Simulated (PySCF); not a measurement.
CH4NO (SMILES [NH3+]C=O), charge +1, singlet, at a GFN2-xTB geometry, with bond 7-2 at 2.0 times its length. Base run: B3LYP/3-21G in PySCF.

Input for PySCF:
```python
from pyscf import gto, scf, dft

mol = gto.Mole()
mol.atom = '''
    N    -1.07973113    0.24380716    0.15769898
    C     0.40675026    0.24389944   -0.26491881
    O     1.09476993   -0.62780535    0.07307325
    H    -1.30225326    1.08418749    0.71279708
    H    -1.69531096    0.23783329   -0.66989687
    H    -1.26948531   -0.59863573    0.72730400
    H     0.84626256    2.01412256   -1.47342159
'''
mol.basis = '3-21g'
mol.charge = 1
mol.verbose = 4
mol.build()

mf = dft.RKS(mol)
mf.xc = 'b3lyp'
mf.kernel()
```

Variants of this job, named by their change:

```tsv
change	ΔE vs base (mEh)	SCF cycles	outcome
base	0.000	10	converged
diis_space = 2	-	50	not converged
init_guess = sap	0.000	11	converged
diis = off; damp = 0.6 (with mf.diis_start_cycle = 200; with mf.max_cycle = 150)	0.000	18	converged
conv_tol_grad = 1e-7	0.000	12	converged
diis = off; damp = 0.3 (with mf.diis_start_cycle = 200; with mf.max_cycle = 150)	-	150	not converged
DIIS = EDIIS	-	50	not converged
conv_tol = 1e-12	0.000	12	converged
conv_tol = 1e-7	0.000	9	converged
level_shift = 1.0 (with mf.max_cycle = 100)	0.000	42	converged
init_guess = mod_huckel	0.000	12	converged
damp = 0.5; diis_start_cycle = 5	0.000	14	converged
DIIS = ADIIS	0.000	19	converged
```
